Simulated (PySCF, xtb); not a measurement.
FH₂O₂STa, SMILES [Ta]([F])([OH])([OH])=[S], multiplicity 1.

GFN2-xTB in xtb at its own geometry gives an orbital gap of 2.04 eV and a dipole moment of 6.95 D.

Geometry: PBE0-D3(BJ)/def2-SVP. The multiplicity is an assumed one; other spin states were not compared. The def2 effective core potentials stand for the cores of Ta; spin–orbit coupling is left out. The values are those of a single conformer.

What does r2SCAN/def2-TZVP in PySCF give? (An estimate is asked for; the answer gives what the named calculation found.)

gap 4.70 eV (levels -6.80 and -2.09 eV), dipole 2.68 D.
